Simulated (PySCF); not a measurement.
# Ionising SnSe

LC-ωPBE; Sn def2-SVP with ECP28, Se def2-SVP; scalar-relativistic core potentials (PySCF 2.14). Neutral (UKS): singlet (closed shell), Re = 2.296 Å, ωe = 370 cm⁻¹, De = 4.02 eV, HOMO -9.45 eV, LUMO -0.53 eV.

SnSe⁺ (UKS): doublet (π ↑), Re = 2.465 Å, ωe = 286 cm⁻¹, De = 2.63 eV to Sn⁺ + Se. The energies at the minima are -2615.28765 hartree for SnSe and -2614.96485 for SnSe⁺.

Work out the adiabatic ionisation energy, without and with harmonic zero-point energies (1 hartree = 27.2114 eV, 1 eV = 8065.5 cm⁻¹), and the change of the bond length.

At LC-ωPBE: 0.32280 hartree = 8.784 eV between the minima; the zero-point term (286.0 − 370.0)/2 cm⁻¹ = -0.005 eV makes it 8.779 eV. Re changes by +16.9 pm against the neutral. Minus the HOMO energy is 9.45 eV, +0.67 eV from the value between the minima; self-interaction puts the Kohn–Sham level too high, less so with exact exchange. The electron leaves a π orbital; in so polar a molecule the change of length follows mostly from the change of the ionic charges.

These are scalar-relativistic numbers at best; spin–orbit coupling would shift them, the dissociation energy most. For an ion De counts to the pair picked by the measured ionisation energies or electron affinities, which need not be the lowest pair at this level. States were picked by a PBE0 search and need not be the measured ground states.
